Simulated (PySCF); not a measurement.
Electron correlation in Dy (dysprosium, neutral)

[Xe] 4f10 6s2, one real determinant. Calculation: PySCF 2.14, in ANO-RCC-VTZP; the spin-free X2C one-electron Hamiltonian (Gaussian nucleus). Frozen: [Ar] 3d10; 38 electrons correlated.

MP2 pair energies summed by pair of shells (mhartree):

| pair | energy | share (%) |
| --- | --- | --- |
| 4f-4f | -371.33 | 23.2 |
| 4d-4f | -304.21 | 19.0 |
| 4f-5p | -256.62 | 16.0 |
| 5p-5p | -128.15 | 8.0 |
| 4d-4d | -97.31 | 6.1 |
| 4d-5p | -70.26 | 4.4 |
| 4p-4f | -68.18 | 4.3 |
| 4f-5s | -57.09 | 3.6 |
| 4p-4d | -56.45 | 3.5 |
| 5s-5p | -34.95 | 2.2 |
| 5p-6s | -29.50 | 1.8 |
| 4d-5s | -24.27 | 1.5 |
| 4f-6s | -17.00 | 1.1 |
| 6s-6s | -16.66 | 1.0 |
| 4p-4p | -13.81 | 0.9 |
| 4s-4f | -12.32 | 0.8 |
| 4s-4d | -10.54 | 0.7 |
| 4p-5p | -8.69 | 0.5 |
| 4s-4p | -6.47 | 0.4 |
| 5s-5s | -6.42 | 0.4 |
| 4p-5s | -4.44 | 0.3 |
| 4d-6s | -2.47 | 0.2 |
| 5s-6s | -1.42 | 0.1 |
| 4s-4s | -1.10 | 0.1 |
| 4s-5p | -1.08 | 0.1 |
| 4s-5s | -0.40 | 0.0 |
| 4p-6s | -0.28 | 0.0 |
| 4s-6s | -0.03 | 0.0 |

Total MP2 correlation energy: -1601.4 mhartree.

Same-spin part -611.89 and opposite-spin part -989.56 mhartree; SCS-MP2 scales them by 1/3 and 6/5 to -1391.4 mhartree.

The reference is one real determinant that mixes LS terms of this configuration.
